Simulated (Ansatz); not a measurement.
GeSe, closed-shell singlet (the spin of the measured ground state), most abundant isotopes (73.9212 and 79.9165 u). Constants from fifth-degree fits in 1/R to seven points on the lowest solution found; no spin–orbit coupling, no relativity up to Kr; ω_e x_e and α_e move by some per cent with the fit.

Correlated levels freeze the inner cores; with def2 sets outer-core shells near the valence are correlated too. CBS: X⁻³ extrapolation of the correlation energy, Hartree–Fock from the larger set.

Codes used: Ansatz (Gaussian basis) for Hartree–Fock, density functionals and correlated methods. Each number belongs to the level named beside it.

```csv
level,r_e (Å),ω_e (cm⁻¹),ω_e x_e (cm⁻¹),α_e (cm⁻¹)
PBE/def2-TZVPP,2.1668,391.7,0.790,0.000274
"CCSD(T)/CBS(def2-TZVPP, def2-QZVPP)",2.1298,414.3,0.893,0.000283
```

D_e from total energies of the atoms and the molecule: 5.47 eV at PBE/def2-TZVPP; 5.36 eV at CCSD(T)/CBS(def2-TZVPP, def2-QZVPP).

**Question.** Derive the rotational constants, the centrifugal constant, the fundamental, the zero-point energy and the force constant, and test the Morse rule for the well depth.

**Answer.** 
μ = 38.40101 u.
- PBE/def2-TZVPP: B_e = 16.8576/(μ r_e²) = 0.093498 cm⁻¹; B₀ = B_e − α_e/2 = 0.093361 cm⁻¹; D = 4B_e³/ω_e² = 2.13e-08 cm⁻¹; fundamental ω_e − 2ω_e x_e = 390 cm⁻¹; zero-point energy ω_e/2 − ω_e x_e/4 = 196 cm⁻¹; k = μ(2πcω_e)² = 347 N/m; the line J = 1 ← 0 at 2B₀ = 5.598 GHz; a Morse well would hold ω_e²/(4ω_e x_e) = 6.02 eV against the computed D_e of 5.47 eV
- CCSD(T)/CBS(def2-TZVPP, def2-QZVPP): B_e = 16.8576/(μ r_e²) = 0.096781 cm⁻¹; B₀ = B_e − α_e/2 = 0.096639 cm⁻¹; D = 4B_e³/ω_e² = 2.11e-08 cm⁻¹; fundamental ω_e − 2ω_e x_e = 413 cm⁻¹; zero-point energy ω_e/2 − ω_e x_e/4 = 207 cm⁻¹; k = μ(2πcω_e)² = 388 N/m; the line J = 1 ← 0 at 2B₀ = 5.794 GHz; a Morse well would hold ω_e²/(4ω_e x_e) = 5.96 eV against the computed D_e of 5.36 eV

Measured for the ground state: r_e 2.1346 Å [microwave values compiled in ACS Omega 2, 8373 (2017)]; ω_e 408.7 cm⁻¹ [Huber and Herzberg (1979), NIST Chemistry WebBook].

Ansatz is an electronic-structure program.
